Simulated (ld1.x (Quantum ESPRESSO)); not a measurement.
What one change does to a pseudopotential (sulfur, TM)

```json
{
  "Element": "sulfur",
  "Generator": "ld1.x (Quantum ESPRESSO) 7.5",
  "Type": "norm-conserving Troullier–Martins (Kleinman–Bylander form)",
  "Functional": "PBE",
  "Relativity": "scalar-relativistic",
  "Frozen core": "[Ne]",
  "Valence charge": "6",
  "Reference configuration": "3s2 3p4",
  "Partial waves": "3s (bound): rc 1.50 bohr; 3p (bound): rc 1.45 bohr",
  "Local potential": "all-electron potential smoothed inside 1.50 bohr (lloc = -1)",
  "Core correction": "a·sin(br)/r model core inside 1.20 bohr"
}
```

Change: wave 3p (bound): rc 1.45 bohr becomes 3p (bound): rc 1.14 bohr.

Cutoffs: the cutoffs (Ry, on a coarse ladder) from which the occupation-weighted sum of valence levels, in a spherical-Bessel basis at the reference potential, stays within 10 and 1 mRy of its value at 400 Ry; they do not see the model core or the augmentation charge, which bear on the density cutoff. Errors are all-electron minus pseudo energies relative to the spin-unpolarised reference configuration.

Q: Predict the effect on cutoff, ghosts and configuration errors.

A: The potential gets harder (35 Ry and 60 Ry → 80 Ry and 140 Ry); of the 7 tests that both files solve, the error grows in 2 and shrinks in 1 by more than 15 % and 0.3 meV (median size 5.2 → 7.0 meV); neither file shows a bound ghost. A smaller radius makes the pseudo-wave follow the all-electron one further in, where it bends more sharply, so more plane waves are needed.

```tsv
quantity	base	changed
cutoff, loose	35 Ry	80 Ry
cutoff, tight	60 Ry	140 Ry
loose cutoff by channel (10 mRy a level)	s 21 Ry, p 10 Ry	s 21 Ry, p 70 Ry
bound ghosts	none	none
error for 3s2 3p3, meV [ΔE 11.77 eV]	+3.2	+3.7
error for 3s2 3p2, meV [ΔE 34.05 eV]	+23	+22
error for 3s2 3p1, meV [ΔE 68.09 eV]	+74	+64
error for 3s2 3p0, meV [ΔE 114.89 eV]	+178	+131
error for 3s1 3p5, meV [ΔE 10.31 eV]	-1.4	+1.3
error for 3s2 3p3.5, meV [ΔE 4.66 eV]	+0.4	+0.7
error for 3s0 3p6, meV [ΔE 20.74 eV]	-5.2	+7.0
s: phases at 1.64 bohr within 0.05 rad from the reference energy up to (Ry; the scan ends near 5)	3.1	3.1
p: phases at 1.64 bohr within 0.05 rad from the reference energy up to (Ry; the scan ends near 5)	to the end of the scan	4.8
```
